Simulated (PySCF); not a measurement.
A mixed set of molecules.

All values: PBE0/def2-SVPD (PySCF) at GFN2-xTB geometries, gas phase, one conformer each. Core orbitals are frozen in the response; Δα² is half the sum of the squared differences of the principal polarisabilities. Dipoles and anisotropies that the point group forbids are given as zero.

Question: Rank by HOMO–LUMO gap, lowest first.
A. `O=C1C[C@@H]2C[C@H](F)[C@H]1C2`
B. `O=C1OCCC(F)(F)O1`
C. `C(c1cncc(n1)OC)#N`
D. `CCOCOC=O`
E. `C#C[C@H](F)C(=C)COC`
F. `CC1OCOCO1`

Answer: C (5.31 eV), A (6.50 eV), E (7.48 eV), D (7.85 eV), F (8.90 eV), B (9.34 eV).

Question: Rank by mean static polarisability, highest first.
A. `CCOCOC=O`
B. `O=C1OCCC(F)(F)O1`
C. `C#C[C@H](F)C(=C)COC`
D. `C(c1cncc(OC)n1)#N`
E. `O=C1C[C@@H]2C[C@H](F)[C@H]1C2`
F. `O[Si](O)(O)O`

Answer: D (13.80 Å³), C (12.98 Å³), E (11.38 Å³), A (8.94 Å³), B (8.46 Å³), F (5.73 Å³).

All values together:

```json
{"SMILES": "O[Si](O)(O)O", "formula": "H4O4Si", "μ (D)": "0.00", "HOMO (eV)": "-9.26", "LUMO (eV)": "-0.21", "α (Å³)": "5.73", "Δα (Å³)": "0.15", "electrons": "50", "α per electron (Å³)": "0.115"}
{"SMILES": "CCOCOC=O", "formula": "C4H8O3", "μ (D)": "0.53", "HOMO (eV)": "-8.10", "LUMO (eV)": "-0.25", "α (Å³)": "8.94", "Δα (Å³)": "1.56", "electrons": "56", "α per electron (Å³)": "0.160"}
{"SMILES": "COc1cncc(C#N)n1", "formula": "C6H5N3O", "μ (D)": "3.70", "HOMO (eV)": "-7.76", "LUMO (eV)": "-2.45", "α (Å³)": "13.80", "Δα (Å³)": "9.46", "electrons": "70", "α per electron (Å³)": "0.197"}
{"SMILES": "O=C1OCCC(F)(F)O1", "formula": "C4H4F2O3", "μ (D)": "5.25", "HOMO (eV)": "-9.20", "LUMO (eV)": "0.14", "α (Å³)": "8.46", "Δα (Å³)": "2.70", "electrons": "70", "α per electron (Å³)": "0.121"}
{"SMILES": "C#C[C@H](F)C(=C)COC", "formula": "C7H9FO", "μ (D)": "2.95", "HOMO (eV)": "-7.70", "LUMO (eV)": "-0.22", "α (Å³)": "12.98", "Δα (Å³)": "3.79", "electrons": "68", "α per electron (Å³)": "0.191"}
{"SMILES": "CC1OCOCO1", "formula": "C4H8O3", "μ (D)": "1.87", "HOMO (eV)": "-8.10", "LUMO (eV)": "0.80", "α (Å³)": "8.85", "Δα (Å³)": "1.70", "electrons": "56", "α per electron (Å³)": "0.158"}
{"SMILES": "O=C1C[C@@H]2C[C@H](F)[C@H]1C2", "formula": "C7H9FO", "μ (D)": "4.64", "HOMO (eV)": "-7.14", "LUMO (eV)": "-0.64", "α (Å³)": "11.38", "Δα (Å³)": "1.56", "electrons": "68", "α per electron (Å³)": "0.167"}
```

Conformers: `[CH3:1][CH2:2][O:3][CH2:4][O:5][CH:6]=[O:7]` with C1–C2–O3–C4 64°, C2–O3–C4–O5 69°, O3–C4–O5–C6 -104°, C4–O5–C6–O7 -3°; `[CH3:1][O:2][c:3]1[cH:4][n:5][cH:6][c:7]([C:8]#[N:9])[n:10]1` with C1–O2–C3–C4 180°; `[O:1]=[C:2]1[O:3][CH2:4][CH2:5][C:6]([F:7])([F:8])[O:9]1` with O1–C2–O3–C4 178°, C2–O3–C4–C5 35°, O3–C4–C5–C6 -56°, C4–C5–C6–F7 172°; `[CH:1]#[C:2][C@H:3]([F:4])[C:5](=[CH2:6])[CH2:7][O:8][CH3:9]` with C2–C3–C5–C6 114°, C3–C5–C7–O8 -50°, C5–C7–O8–C9 179°; `[CH3:1][CH:2]1[O:3][CH2:4][O:5][CH2:6][O:7]1` with C1–C2–O3–C4 175°, C2–O3–C4–O5 -56°, O3–C4–O5–C6 56°, C4–O5–C6–O7 -56°.

Question: How closely does the mean polarisability follow the number of electrons in this set?

Answer: The correlation coefficient is 0.77; α per electron runs from 0.115 to 0.197 Å³.
